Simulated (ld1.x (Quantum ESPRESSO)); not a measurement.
# What the settings do to the TM potential of Tl

Base potential:

Tl (Z = 81), norm-conserving Troullier–Martins (Kleinman–Bylander form), made with ld1.x (Quantum ESPRESSO) 7.5 (LDA (PZ), scalar-relativistic). Core [Xe] 4f14, reference 5d10 6s1 6p0 (charge +2). Waves: 6p (bound, empty): rc 2.25 bohr; 5d (bound): rc 1.95 bohr; 6s (bound): rc 2.10 bohr. Local part: the s channel. Core correction: a·sin(br)/r model core inside 1.80 bohr.

Cutoffs, loose and tight: the cutoffs (Ry, on a coarse ladder) from which the occupation-weighted sum of valence levels, in a spherical-Bessel basis at the reference potential, stays within 10 and 1 mRy of its value at 400 Ry. They do not see the model core or the augmentation charge, which bear on the density cutoff. Test errors are all-electron minus pseudo excitation energies from the reference, over the configurations 5d10 6s2 6p1; 5d10 6s2 6p0; 5d10 6s0 6p0; 5d9 6s2 6p1; 5d9 6s0 6p0; 5d10 6s1 6p1; 5d10 6s2 6p0.5 (two spin-polarised tests are not counted in the largest error). A dash means not determined; rows that change the core or the reference have their own tests.

```tsv
change	outcome	cutoff, loose	cutoff, tight	bound ghosts	largest test error (meV)
base	generated	50 Ry	80 Ry	none	-164
core correction a·sin(br)/r model core inside 0.72 bohr	generated	50 Ry	80 Ry	none	-192
core correction a·sin(br)/r model core inside 0.92 bohr	generated	50 Ry	80 Ry	none	-191
core correction a·sin(br)/r model core inside 1.22 bohr	generated	50 Ry	80 Ry	none	-186
core correction a·sin(br)/r model core inside 1.54 bohr	generated	50 Ry	80 Ry	none	-177
core correction a·sin(br)/r model core inside 2.02 bohr	generated	50 Ry	80 Ry	none	-159
core correction a·sin(br)/r model core inside 2.28 bohr	generated	50 Ry	80 Ry	none	-156
```
